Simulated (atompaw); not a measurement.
**Before and after: PAW (atompaw) potential for O**

```json
{"Element": "oxygen", "Generator": "atompaw 4.2.0.5", "Type": "PAW", "Functional": "LDA (PW92)", "Relativity": "scalar-relativistic", "Frozen core": "[He]", "Valence charge": "6", "Reference configuration": "2s2 2p2.5 (charge +1.5)", "Partial waves": "2s (bound): rc 1.65 bohr; 2s channel at -2.9 Ry: rc 1.65 bohr; 2p (bound): rc 1.65 bohr; 2p channel at -1.85 Ry: rc 1.65 bohr; 3d channel at 0.1 Ry: rc 1.65 bohr", "Local potential": "bessel scheme, radius 1.55 bohr", "Core correction": "smooth core density matched at 1.45 bohr", "Augmentation charge": "besselshape compensation charge, radius 1.20 bohr; PAW radius 1.65 bohr; waves and projectors: custom rrkj gramschmidtortho"}
```

All-electron outer shells of the reference configuration (LDA (PW92), scalar-relativistic, ld1.x):

```json
{"shell": "2s", "level (eV)": "-48.38", "outermost node (bohr)": "0.28", "outermost maximum (bohr)": "0.85"}
{"shell": "2p", "level (eV)": "-33.58", "outermost node (bohr)": "–", "outermost maximum (bohr)": "0.76"}
```

Change: augmentation besselshape compensation charge, radius 1.20 bohr; PAW radius 1.65 bohr; waves and projectors: modrrkj vanderbiltortho.

Cutoffs: the cutoffs (Ry, on a coarse ladder) from which the occupation-weighted sum of valence levels, in a spherical-Bessel basis at the reference potential, stays within 10 and 1 mRy of its value at 400 Ry; they do not see the model core or the augmentation charge, which bear on the density cutoff.

Question: What does the change do?

Answer: The potential gets softer (25 Ry and 40 Ry → 21 Ry and 30 Ry); the range in which the s phases agree narrows (upper end at the end of the scan → 1.7); neither file shows a bound ghost.

```csv
quantity,base,changed
"cutoff, loose",25 Ry,21 Ry
"cutoff, tight",40 Ry,30 Ry
loose cutoff by channel (10 mRy a level),"s 15 Ry, p 25 Ry","s 12 Ry, p 18 Ry"
bound ghosts,none,none
s: phases at 1.66 bohr within 0.05 rad from the reference energy up to (Ry; the scan ends near 5),to the end of the scan,1.7
p: phases at 1.66 bohr within 0.05 rad from the reference energy up to (Ry; the scan ends near 5),2.9,2.8
d: phases at 1.66 bohr within 0.05 rad from the reference energy up to (Ry; the scan ends near 5),to the end of the scan,to the end of the scan
lowest overlap eigenvalue by channel,"s 0.43, p 1.00, d 1.00","s 0.01, p 0.02, d 1.00"
```

 The cutoffs see the waves, projectors and local potential, not the compensation charge or the core.
